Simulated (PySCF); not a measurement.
Working with the constants of PI⁺

ROHF-CCSD(T) constants of PI⁺, ²Π (doublet), unpaired electrons π ↑ (P x2c-SVPall, I x2c-SVPall; spin-free X2C with a Gaussian nucleus (PySCF 2.14); masses 30.9738 and 126.9045 u):

* ωe: 423.8 cm⁻¹
* ωexe: 1.88 cm⁻¹
* Be: 0.12687 cm⁻¹
* αe: 0.000619 cm⁻¹
* De to P + I⁺: 3.36 eV

(1) What force constant and bond length do these constants imply?

(2) Estimate the centrifugal constant D from the Kratzer relation and find the Dunham coefficient a1.

Correlated steps freeze 23 core orbitals. Correlated levels converge slowly with the basis: in double zeta they bind strong bonds too weakly, by up to about 1 eV, and carry superposition errors of some tenths. Spin–orbit coupling is left out, which matters for elements this heavy, above all for dissociation energies. For an ion De counts to the pair picked by the measured ionisation energies or electron affinities, which need not be the lowest pair at this level. The state was picked by a PBE0 search and need not be the measured ground state.

## Answers

(1) Reduced mass μred = 24.897 u; k = 5.8918×10⁻⁷·μred·ωe² (u, cm⁻¹, mdyn/Å) = 2.63 mdyn/Å; Re = √(16.8576/(μred·Be)) (u, cm⁻¹, Å) = 2.310 Å.

(2) D = 4Be³/ωe² = 4.55e-08 cm⁻¹; a1 = −1 − αeωe/(6Be²) = -3.72.
